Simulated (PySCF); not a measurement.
## Correlation energy of Cu(2+) (copper, charge +2)

[Ar] 3d8 4p1, one real determinant (an excited configuration). Calculation: PySCF 2.14, in dyall-av2z (16s12p7d2f, 101 functions); no relativity, point nucleus. Frozen: [Ar]; 9 electrons correlated; the 25 highest virtual orbitals of each spin left out.

| level | correlation energy (mhartree) |
| --- | --- |
| CCSD | -219.96 |
| (T) | -3.41 |
| CCSD(T) | -223.37 |

Diagnostics: T1 = 0.0070, D1 = 0.0187, largest double amplitude 0.037.

Question: Is a single reference adequate?

Answer: Yes: T1 lies below 0.03 and no double amplitude reaches 0.07.

The reference is one real determinant that mixes LS terms of this configuration.
